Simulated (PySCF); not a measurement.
GeH₄, SMILES [GeH4]. Heavy atoms are numbered as in [GeH4:1]. Hydrogens are named by the atom that carries them.

Coordinates come from a ωB97X-D3(BJ)/def2-TZVPD optimisation. The isomer is the one that the SMILES or the coordinates give; other isomers of the formula were not compared.

All values below come from HF/pcSseg-2 (PySCF).

GIAO shieldings, no solvent; atoms alike by connectivity are averaged. δ = σ(ref) − σ: ⁷³Ge against GeH4 (σ = 1766.1 ppm); ¹H against TMS (σ = 31.98 ppm), references at their B3LYP-D3(BJ)/def2-TZVP geometries, non-relativistic.

Computed chemical shifts:
```json
[
 {"nucleus": "⁷³Ge", "atoms": "Ge1 (GeH4)", "count": "1", "δ (ppm)": "-0.4"},
 {"nucleus": "¹H", "atoms": "H on Ge1", "count": "4", "δ (ppm)": "3.68"}
]
```
